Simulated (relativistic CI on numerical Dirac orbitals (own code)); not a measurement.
**Magnetism of Sm2+, 4f6, in a crystal field**

Calculated by Dirac-Coulomb-Breit CI, orbitals from a KLI potential per configuration, model QED, valence Slater integrals scaled by 0.85, one configuration in a parametric crystal field (own radial code).

Field parameters in Wybourne normalisation; cubic f-shell fields have B⁴₄ = √(5/14) B⁴₀ and B⁶₄ = −√(7/2) B⁶₀. The field is a parameter set, without covalency.

S is read from ⟨S²⟩ = S(S + 1).

Powder χT (cm³ K mol⁻¹) by Van Vleck's formula, with temperature-independent terms:

| Field | 2 K | 5 K | 10 K | 20 K | 50 K | 100 K | 200 K | 300 K |
| --- | --- | --- | --- | --- | --- | --- | --- | --- |
| D4h, B20 = -510, B40 = 130, B44 = -540, B60 = -140, B64 = 400 cm⁻¹ | 0.0156 | 0.0391 | 0.0781 | 0.156 | 0.39 | 0.75 | 1.22 | 1.5 |
| Oh, B40 = 380, B60 = 120 cm⁻¹ | 0.0139 | 0.0347 | 0.0694 | 0.139 | 0.347 | 0.689 | 1.18 | 1.47 |

Question: For Oh, B40 = 380, B60 = 120 cm⁻¹: what effective moment follows at 300 K?

Answer: μ_eff = √(8χT) = 3.43 μB. The LS value g√(J(J + 1)) of the free ion's 7F_0 level is 0.00 μB. The ground level is a non-magnetic singlet, so χT starts at zero and rises through temperature-independent paramagnetism and the filling of excited levels.
